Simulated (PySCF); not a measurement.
A calculated (PBE, PySCF 2.14, def2-TZVP, the non-relativistic Hamiltonian (point nucleus)) atom or ion has these occupied shells.

```
shell  electrons  orbital energy (eV)  rms radius, mean of both spins (bohr)
   1s          2             -10825.6                                 0.0554
   2s          2              -1358.6                                  0.232
   2p          6              -1212.1                                  0.205
   3s          2              -183.01                                  0.681
   3p          6              -134.44                                  0.705
   3d         10              -50.129                                  0.821
   4s          2              -28.774                                   2.11
```

Problem. Name the element and its charge.

Solution. Ge²⁺ (germanium, charge +2), in [Ar] 3d10 4s2, closed-shell 1S.
